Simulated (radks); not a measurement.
Values are calculated unless marked as measured or tabulated.
Problem. All-electron atom: Ni2+ in [Ar] 3d8. Level of theory: scalar-relativistic Kohn-Sham, PBE, spin-polarised, spherical densities, finite nucleus; open shells are filled with parallel spins first; Fermi nuclear charge, rms radius 3.7757 fm (a radial shooting solver on a logarithmic mesh with Libxc functionals). Some entries of the table are withheld. Estimate them.

| orbital | occ. | eigenvalue (eV) | <1/r> (bohr^-1) | <r> (bohr) |
|---|---|---|---|---|
| 1s down | 1 | -8231.874 | 28.09 | 0.05409 |
| 1s up | 1 | -8231.870 | 28.09 | 0.05409 |
| 2s up | 1 | -1001.599 | 6.068 | 0.2450 |
| 2s down | 1 | -1000.490 | 6.073 | 0.2448 |
| 2p up | 3 | -864.3630 | 5.955 | (1) |
| 2p down | 3 | -863.5295 | 5.960 | (2) |
| 3s up | 1 | -131.7510 | 1.918 | 0.7402 |
| 3s down | 1 | -129.4748 | 1.913 | 0.7415 |
| 3p up | 3 | -92.0845 | 1.771 | 0.7780 |
| 3p down | 3 | -89.8525 | 1.765 | 0.7804 |
| 3d up | 5 | -29.2823 | 1.394 | 0.9598 |
| 3d down | 3 | -27.2280 | 1.373 | 0.9817 |

Solution. 
(1) 2p up <r> (bohr): 0.2154
(2) 2p down <r> (bohr): 0.2152
